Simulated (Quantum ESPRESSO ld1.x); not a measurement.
Question: These are the eigenvalues of the occupied orbitals of an atom or ion with whole-number occupations (Ry). All-electron calculation, non-relativistic Kohn-Sham, BLYP, spin-unpolarised, spherical densities, point nucleus. Program: ld1.x of Quantum ESPRESSO 7.5.

| orbital | eigenvalue |
|---|---|
| 1s | -266.308 |
| 2s | -33.8594 |
| 2p | -28.7474 |
| 3s | -9.24439 |
| 3p | -7.89854 |

Which element is it, and in what charge state? The configuration may be excited.

Answer: Z = 19, potassium, charge +6: K6+ in [Ne] 3s2 3p1. The list shows which subshells hold electrons but not how many an open one holds; the 1s level, -133.15 hartree, gives Z - s = 16.3 by -(Z - s)^2/2, which with screening narrows Z to a few neighbours, and the depths of the outer levels then fix element, charge and occupations together.
